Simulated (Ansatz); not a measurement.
Coupled-cluster run, H₈OSi₂Sn, SMILES `[SiH3][SiH2][O][SnH3]`.

```yaml
crystal:
  periodic: [false, false, false]
  atoms:
    - {symbol: Si, position_ang: [-2.339327, 0.800052, 0.687610]}
    - {symbol: Si, position_ang: [-0.642583, -0.537556, -0.216814]}
    - {symbol: O, position_ang: [0.797073, 0.191964, 0.024389]}
    - {symbol: Sn, position_ang: [2.672388, -0.219053, -0.396551]}
    - {symbol: H, position_ang: [-2.367388, 2.137973, 0.035617]}
    - {symbol: H, position_ang: [-2.141715, 0.994418, 2.150170]}
    - {symbol: H, position_ang: [-3.662964, 0.148511, 0.476514]}
    - {symbol: H, position_ang: [-0.900688, -0.757714, -1.673516]}
    - {symbol: H, position_ang: [-0.677495, -1.890360, 0.420192]}
    - {symbol: H, position_ang: [3.529106, 1.105088, 0.234829]}
    - {symbol: H, position_ang: [3.035482, -1.689450, 0.385141]}
    - {symbol: H, position_ang: [2.775013, -0.339274, -2.093580]}
basis:
  gaussian: {orbitals: def2-TZVPP}
correlation: {method: ccsd_t}
```

```sh
$ ansatz run in.yaml --threads 4 --pin off --events-out ev --progress --plain --max-ram 10444MiB
```

Output of Ansatz, abridged:

```
Functional definition: HF
  name "HF"
  cite "Fock, Z. Phys. 61, 126 (1930) doi:10.1007/BF01340294"
  parent pbe
  exchange = exact_x
  correlation = 0
1749 factors; integrals over basis functions are off by at most 1.4e-3 eV
mean field evaluation 1: about -23691.9022 eV, gradient 4.2e1 eV
mean field evaluation 2: about -23692.1810 eV, gradient 4.3e1 eV
mean field evaluation 4: about -23696.3366 eV, gradient 4.0e0 eV
mean field evaluation 8: about -23696.4233 eV, gradient 2.2e-1 eV
mean field evaluation 16: about -23696.4236 eV, gradient 1.7e-6 eV
mean field -23696.42355501 eV, -870.8275036337 hartree, gradient 1.7e-6 eV, S^2 0.000000; 0 other end points of the search recorded, 0 dependent functions left out
15 core orbitals not correlated: weight in the atoms' cores, before any rotation towards them, 1.000 or more for the frozen orbitals, at most 0.000 for the correlated occupied ones
reference -23696.42355501 eV, -870.8275036337 hartree; 18, 18 occupied and 244, 244 virtual orbitals, 1749 factors
second order -22.40891649 eV of doubles, -0.00000000 eV of singles
cycle   1  -22.95194234 eV  change   -5.4e-1 eV  update   1.2e-1
cycle   2  -23.65082088 eV  change   -7.0e-1 eV  update   3.9e-2
cycle   3  -23.80384102 eV  change   -1.5e-1 eV  update   2.1e-2
cycle   4  -23.79082546 eV  change    1.3e-2 eV  update   4.8e-3
cycle   5  -23.78785182 eV  change    3.0e-3 eV  update   1.9e-3
cycle   6  -23.78798943 eV  change   -1.4e-4 eV  update   5.4e-4
cycle   7  -23.78772028 eV  change    2.7e-4 eV  update   2.5e-4
cycle   8  -23.78771217 eV  change    8.1e-6 eV  update   9.0e-5
cycle   9  -23.78776774 eV  change   -5.6e-5 eV  update   4.0e-5
cycle  10  -23.78776385 eV  change    3.9e-6 eV  update   1.5e-5
perturbative correction -0.75574039 eV, -0.0277729470 hartree
Total energy: -23720.96705924 eV, -871.7294607781 hartree
```

It took 5.3 min on 4 threads of an Arm Neoverse V1 on a shared host, with 7.7 GiB of host memory at the peak.

MP2 recovers 91.3 % of the CCSD(T) correlation energy and the triples give 3.1 %; T1 = 0.0137.
